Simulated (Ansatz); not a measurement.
Isolated molecules relaxed with PBE0-D4/def2-TZVP in Ansatz; ΔE leaves out vibrations. CCSD(T)/CBS is the MP2 limit (def2-TZVPP, def2-QZVPP) plus CCSD(T) − MP2 in def2-TZVPP, frozen cores. This one scheme is used for every species. DFT in def2-TZVPP. Elements past krypton have def2 core potentials. For In outer-core shells are correlated without core-valence functions, which leaves a few kJ/mol of doubt a bond. One conformer a species, not always the lowest.

Reaction (ligand exchange at the In–N bond): `O=C=[N][In]([Cl])[Cl]` + HCl → `[Cl][In]([Cl])[Cl]` + `N=C=O`

Task: Is it downhill or uphill in electronic energy at CCSD(T)/CBS, and by how much? (Estimate.)

Result: Computed: Downhill: ΔE = -11.8 kcal/mol.

Task: What do these levels give: LDA (SPW92), r2SCAN-D4, B97M-V, revPBE, BLYP, r2SCAN0, MP2/def2-SVP, CCSD(T)/def2-SVP, HF/def2-TZVPP, CCSD(T)/def2-TZVPP, MP2/def2-QZVPP, SCS-MP2/def2-QZVPP? (Best estimate.)

Result: The calculation gave: LDA (SPW92) -14.8, r2SCAN-D4 -14.6, B97M-V -14.6, revPBE -15.0, BLYP -15.0, r2SCAN0 -14.5, MP2/def2-SVP -11.8, CCSD(T)/def2-SVP -12.2, HF/def2-TZVPP -13.3, CCSD(T)/def2-TZVPP -11.0, MP2/def2-QZVPP -11.4, SCS-MP2/def2-QZVPP -11.3 kcal/mol.

Task: What do rigid-rotor, harmonic-oscillator terms from PBE0-D4/def2-TZVP frequencies (298.15 K, 1 bar) make of the CCSD(T)/CBS value? (Best estimate.)

Result: The calculation gave: ΔZPE = +1.6 kcal/mol, ΔH = -10.8 kcal/mol, ΔS = -8 J/(mol·K), ΔG = -10.2 kcal/mol. Modes under 50 cm⁻¹ make the entropy rough.

Largest T1 diagnostic among the species: 0.018.

Leaving LDA and LC-ωPBE aside and taking each functional with its dispersion term where it has one, the values, not all of them listed here, spread over 1.7 kcal/mol, from PBE-D4 to PBE-QIDH. In def2-TZVPP, CCSD(T) changes the Hartree–Fock value by +2.3 kcal/mol (the triples alone add +0.2 kcal/mol) and MP2 by +2.3 kcal/mol. From BLYP to BHLYP (50 % exact exchange), in def2-TZVPP and without D4, ΔE moves by +0.8 kcal/mol.
